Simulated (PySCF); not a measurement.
Method: B3LYP-D3(BJ)/def2-TZVP // PBE-D3(BJ)/def2-SVP (PySCF 2.14.0). Isolated molecules, 0 K electronic values unless said otherwise. One relaxed conformer stands for a flexible species; it need not be the lowest. B3LYP has the VWN-RPA correlation part, as in Gaussian. 

Reference species: [Zn(OH)2] (neutral, multiplicity 1).

The coordination number comes out as 2 and the LUMO comes out as -1.53 eV.

Changed species: [Zn(NH2)2] (2 of 2 OH replaced by NH2; the reference has 0 of 2 OH replaced by NH2).

Problem. Give the shifts of the coordination number and LUMO.

Solution. the coordination number is nearly the same; the LUMO rises by 0.77 eV, to -0.76 eV.
